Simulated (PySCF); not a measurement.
Two species compared at the same levels of theory.

First species: C6H12OSi2.
Geometry (GFN2-xTB, Å), atoms numbered from 1 in this order:
```
atom  x, y, z in Å
C1    -3.2521    2.0105    0.7146
C2    -2.5058    1.1437    0.3434
Si3   -1.3604   -0.1978   -0.2228
C4    -2.3342   -1.7440   -0.7400
C5     0.1997   -0.4455    0.8579
C6     1.1061   -0.1817   -0.3623
O7     2.1339    0.7312   -0.1329
Si8    3.4384    0.6364    0.8108
C9     0.0695    0.3607   -1.3654
H10   -3.9045    2.7704    1.0383
H11   -3.0059   -1.5170   -1.5619
H12   -1.6718   -2.5432   -1.0592
H13   -2.9369   -2.1149    0.0828
H14    0.3860   -1.3982    1.3470
H15    0.3365    0.3419    1.5955
H16    1.5398   -1.1235   -0.7228
H17    3.0953    0.4769    2.2288
H18    4.0393    1.9274    0.5150
H19    4.2873   -0.5020    0.4395
H20    0.1663    1.4413   -1.4419
H21    0.1645   -0.0555   -2.3647
```

Second species: C₅H₈N₂S₂.
Atom-mapped SMILES: `[CH3:1][CH2:2][c:3]1[s:4][n:5][n:6][c:7]1[S:8][CH3:9]` (hydrogens: H10, H11, H12 on C1; H13, H14 on C2; H15, H16, H17 on C9)

Levels: PBE0/pcSseg-1 for dipole moment, HOMO energy, LUMO energy and HOMO–LUMO gap; GFN2-xTB for rotational constant A and rotational constant C. Geometries: GFN2-xTB. Each species is one conformer at its optimised geometry, gas phase, non-relativistic unless stated; the electronic structure was computed with PySCF and density fitting.

The conformers computed, where there is a choice (atom-mapped SMILES and torsion angles):
- `[CH:1]#[C:2][Si@:3]1([CH3:4])[CH2:5][C@H:6]([O:7][SiH3:8])[CH2:9]1`: C5–C6–O7–Si8 67°
- `[CH3:1][CH2:2][c:3]1[s:4][n:5][n:6][c:7]1[S:8][CH3:9]`: C1–C2–C3–S4 91°, N6–C7–S8–C9 3°

Values for the first species:

| Item | Value |
| --- | --- |
| Dipole moment | 1.53 D |
| HOMO energy | -7.60 eV |
| LUMO energy | -0.12 eV |
| HOMO–LUMO gap | 7.48 eV |
| Rotational constant A | 2.207 GHz |
| Rotational constant C | 0.506 GHz |

(1) Estimate the same properties for the second species, and the change in each.

## Answers

(1) 
| property | first | second | second less first |
| --- | --- | --- | --- |
| dipole moment | 1.53 D | 2.58 D | +1.05 D |
| HOMO energy | -7.60 eV | -6.41 eV | +1.19 eV |
| LUMO energy | -0.12 eV | -1.44 eV | -1.32 eV |
| HOMO–LUMO gap | 7.48 eV | 4.97 eV | -2.51 eV |
| rotational constant A | 2.207 GHz | 1.622 GHz | -0.585 GHz |
| rotational constant C | 0.506 GHz | 0.674 GHz | +0.168 GHz |

On the first: In atomic units the dipole is 0.60 e·bohr (1 au = 2.5417 D).

On the second: In atomic units the dipole is 1.02 e·bohr (1 au = 2.5417 D). A dipole of 2.58 D is allowed in C1, and pure rotational transitions are dipole-allowed.
